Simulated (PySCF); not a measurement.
SiHBr3, SMILES Br[SiH](Br)Br. Geometry: PBE-D3(BJ)/def2-SVP.

Calculation: PBE-D3(BJ)/def2-SVP in PySCF.

Harmonic wavenumbers (cm⁻¹): 101, 101, 160, 351, 468, 468, 739, 739, 2216. Rotational constants (GHz): 0.9210, 0.9210, 0.4759; symmetry number 3.

Question: Work out the zero-point energy and the ideal-gas rigid-rotor harmonic-oscillator thermochemistry at 298.15 K and 1 atm.

Answer: ZPE = ½ Σ hcν = ½ × 5341 cm⁻¹ = 31.94 kJ/mol. H − E(el) = 50.12 kJ/mol. Entropy in J/(mol K): translation 178.51, rotation 120.80, vibration 52.73, total 352.04. G − E(el) = -54.84 kJ/mol. Cp = 81.48 J/(mol K). Modes under 150 cm⁻¹ make the vibrational entropy uncertain.
